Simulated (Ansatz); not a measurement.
Ansatz (an electronic-structure program) input (B3LYP-D3(BJ)/def2-TZVP):

Ansatz 0.2 input:
```yaml
crystal:
  periodic: [false, false, false]
  atoms:
    - {symbol: Pb, position_ang: [0.02234031, 0.02121021, 0.02109432]}
    - {symbol: H, position_ang: [0.64612188, -1.25899188, -1.22459090]}
    - {symbol: H, position_ang: [-1.22547334, 0.71060977, -1.22286783]}
    - {symbol: H, position_ang: [-1.25255404, -1.19085544, 0.71772460]}
basis:
  gaussian:
    orbitals: def2-TZVP
hamiltonian:
  xc: b3lyp
  dispersion: d3bj
total_charge: -1
phonons: {temperatures: {t_min: 298.15, t_max: 298.15, t_step: 100}}
```

Output:

```
Functional definition: B3LYP
integrals: 0.01 GiB planned
562 factors; their error is unknown
mean field: 0.14 GiB planned
mean field evaluation 1: about -5298.5850 eV, gradient 1.6e1 eV
mean field evaluation 2: about -5298.5810 eV, gradient 1.6e1 eV
mean field evaluation 4: about -5299.2619 eV, gradient 4.3e-1 eV
mean field evaluation 8: about -5299.2945 eV, gradient 1.3e-1 eV
mean field evaluation 16: about -5299.2945 eV, gradient 1.8e-5 eV
mean field -5299.29449334 eV, -194.7454806393 hartree, gradient 1.8e-5 eV, S^2 0.000000; 0 other end points of the search recorded, 0 dependent functions left out
the calculation of the forces begins
reference -5299.29471131 eV, -194.7454886495 hartree; 13, 13 occupied and 55, 55 virtual orbitals, 562 factors
these checks for a lower state are left out or cut short: stability, starts, cluster_reference, orbital_swaps, neighbouring_geometries, increment
integrals: 0.01 GiB planned
562 factors; their error is unknown
mean field: 0.14 GiB planned
mean field -5299.29444865 eV, -194.7454789969 hartree, gradient 1.8e-6 eV, S^2 0.000000; 0 other end points of the search recorded, 0 dependent functions left out
the calculation of the forces begins
reference -5299.29466667 eV, -194.7454870091 hartree; 13, 13 occupied and 55, 55 virtual orbitals, 562 factors
these checks for a lower state are left out or cut short: stability, starts, cluster_reference, orbital_swaps, neighbouring_geometries, increment
integrals: 0.01 GiB planned
562 factors; their error is unknown
mean field: 0.14 GiB planned
mean field evaluation 32: about -5299.2945 eV, gradient 1.8e-6 eV
mean field -5299.29447827 eV, -194.7454800858 hartree, gradient 1.8e-6 eV, S^2 0.000000; 0 other end points of the search recorded, 0 dependent functions left out
the calculation of the forces begins
reference -5299.29469619 eV, -194.7454880939 hartree; 13, 13 occupied and 55, 55 virtual orbitals, 562 factors
these checks for a lower state are left out or cut short: stability, starts, cluster_reference, orbital_swaps, neighbouring_geometries, increment
integrals: 0.01 GiB planned
562 factors; their error is unknown
mean field: 0.14 GiB planned
mean field -5299.29445801 eV, -194.7454793410 hartree, gradient 1.8e-6 eV, S^2 0.000000; 0 other end points of the search recorded, 0 dependent functions left out
the calculation of the forces begins
reference -5299.29467596 eV, -194.7454873507 hartree; 13, 13 occupied and 55, 55 virtual orbitals, 562 factors
these checks for a lower state are left out or cut short: stability, starts, cluster_reference, orbital_swaps, neighbouring_geometries, increment
integrals: 0.01 GiB planned
562 factors; their error is unknown
mean field: 0.14 GiB planned
mean field -5299.29447357 eV, -194.7454799129 hartree, gradient 1.8e-6 eV, S^2 0.000000; 0 other end points of the search recorded, 0 dependent functions left out
the calculation of the forces begins
reference -5299.29469155 eV, -194.7454879234 hartree; 13, 13 occupied and 55, 55 virtual orbitals, 562 factors
these checks for a lower state are left out or cut short: stability, starts, cluster_reference, orbital_swaps, neighbouring_geometries, increment
integrals: 0.01 GiB planned
562 factors; their error is unknown
mean field: 0.14 GiB planned
mean field -5299.29447847 eV, -194.7454800931 hartree, gradient 1.8e-6 eV, S^2 0.000000; 0 other end points of the search recorded, 0 dependent functions left out
the calculation of the forces begins
reference -5299.29469639 eV, -194.7454881013 hartree; 13, 13 occupied and 55, 55 virtual orbitals, 562 factors
these checks for a lower state are left out or cut short: stability, starts, cluster_reference, orbital_swaps, neighbouring_geometries, increment
integrals: 0.01 GiB planned
562 factors; their error is unknown
mean field: 0.14 GiB planned
mean field -5299.29446700 eV, -194.7454796714 hartree, gradient 1.8e-6 eV, S^2 0.000000; 0 other end points of the search recorded, 0 dependent functions left out
the calculation of the forces begins
reference -5299.29468502 eV, -194.7454876835 hartree; 13, 13 occupied and 55, 55 virtual orbitals, 562 factors
these checks for a lower state are left out or cut short: stability, starts, cluster_reference, orbital_swaps, neighbouring_geometries, increment
integrals: 0.01 GiB planned
562 factors; their error is unknown
mean field: 0.14 GiB planned
mean field evaluation 64: about -5299.2945 eV, gradient 5.9e-2 eV
mean field -5299.29449138 eV, -194.7454805673 hartree, gradient 2.4e-6 eV, S^2 0.000000; 0 other end points of the search recorded, 0 dependent functions left out
the calculation of the forces begins
reference -5299.29470936 eV, -194.7454885779 hartree; 13, 13 occupied and 55, 55 virtual orbitals, 562 factors
these checks for a lower state are left out or cut short: stability, starts, cluster_reference, orbital_swaps, neighbouring_geometries, increment
integrals: 0.01 GiB planned
562 factors; their error is unknown
mean field: 0.14 GiB planned
mean field -5299.29448775 eV, -194.7454804341 hartree, gradient 2.0e-6 eV, S^2 0.000000; 0 other end points of the search recorded, 0 dependent functions left out
the calculation of the forces begins
reference -5299.29470571 eV, -194.7454884438 hartree; 13, 13 occupied and 55, 55 virtual orbitals, 562 factors
these checks for a lower state are left out or cut short: stability, starts, cluster_reference, orbital_swaps, neighbouring_geometries, increment
integrals: 0.01 GiB planned
562 factors; their error is unknown
mean field: 0.14 GiB planned
mean field -5299.29448616 eV, -194.7454803754 hartree, gradient 1.8e-6 eV, S^2 0.000000; 0 other end points of the search recorded, 0 dependent functions left out
the calculation of the forces begins
reference -5299.29470412 eV, -194.7454883856 hartree; 13, 13 occupied and 55, 55 virtual orbitals, 562 factors
these checks for a lower state are left out or cut short: stability, starts, cluster_reference, orbital_swaps, neighbouring_geometries, increment
integrals: 0.01 GiB planned
562 factors; their error is unknown
mean field: 0.14 GiB planned
mean field -5299.29447766 eV, -194.7454800633 hartree, gradient 1.8e-6 eV, S^2 0.000000; 0 other end points of the search recorded, 0 dependent functions left out
the calculation of the forces begins
reference -5299.29469563 eV, -194.7454880734 hartree; 13, 13 occupied and 55, 55 virtual orbitals, 562 factors
these checks for a lower state are left out or cut short: stability, starts, cluster_reference, orbital_swaps, neighbouring_geometries, increment
integrals: 0.01 GiB planned
562 factors; their error is unknown
mean field: 0.14 GiB planned
mean field -5299.29449039 eV, -194.7454805311 hartree, gradient 2.5e-6 eV, S^2 0.000000; 0 other end points of the search recorded, 0 dependent functions left out
the calculation of the forces begins
reference -5299.29470838 eV, -194.7454885419 hartree; 13, 13 occupied and 55, 55 virtual orbitals, 562 factors
these checks for a lower state are left out or cut short: stability, starts, cluster_reference, orbital_swaps, neighbouring_geometries, increment
integrals: 0.01 GiB planned
562 factors; their error is unknown
mean field: 0.14 GiB planned
mean field evaluation 96: about -5299.2945 eV, gradient 8.9e-2 eV
mean field -5299.29448561 eV, -194.7454803555 hartree, gradient 2.3e-6 eV, S^2 0.000000; 0 other end points of the search recorded, 0 dependent functions left out
the calculation of the forces begins
reference -5299.29470356 eV, -194.7454883650 hartree; 13, 13 occupied and 55, 55 virtual orbitals, 562 factors
these checks for a lower state are left out or cut short: stability, starts, cluster_reference, orbital_swaps, neighbouring_geometries, increment
integrals: 0.01 GiB planned
562 factors; their error is unknown
mean field: 0.14 GiB planned
mean field -5299.29448598 eV, -194.7454803690 hartree, gradient 1.8e-6 eV, S^2 0.000000; 0 other end points of the search recorded, 0 dependent functions left out
the calculation of the forces begins
reference -5299.29470393 eV, -194.7454883784 hartree; 13, 13 occupied and 55, 55 virtual orbitals, 562 factors
these checks for a lower state are left out or cut short: stability, starts, cluster_reference, orbital_swaps, neighbouring_geometries, increment
integrals: 0.01 GiB planned
562 factors; their error is unknown
mean field: 0.14 GiB planned
mean field -5299.29447793 eV, -194.7454800733 hartree, gradient 1.8e-6 eV, S^2 0.000000; 0 other end points of the search recorded, 0 dependent functions left out
the calculation of the forces begins
reference -5299.29469592 eV, -194.7454880842 hartree; 13, 13 occupied and 55, 55 virtual orbitals, 562 factors
Total energy: -5299.37512531 eV, -194.7484438098 hartree
Atom 0 at     0.022340     0.021210     0.021094 Å, force    -0.000882    -0.000834    -0.000829 eV/Å
Atom 1 at     0.646122    -1.258992    -1.224591 Å, force    -0.000599     0.000760     0.000736 eV/Å
Atom 2 at    -1.225473     0.710610    -1.222868 Å, force     0.000732    -0.000622     0.000719 eV/Å
Atom 3 at    -1.252554    -1.190855     0.717725 Å, force     0.000750     0.000696    -0.000626 eV/Å
Dipole moment:     0.352295     0.334474     0.332646 e Å
Vibrations: 677.88 677.99 682.83 1404.60 1408.85 1408.90 cm⁻¹, zero-point energy 0.388136 eV
```

Whether it binds its extra electron was not tested at this geometry.
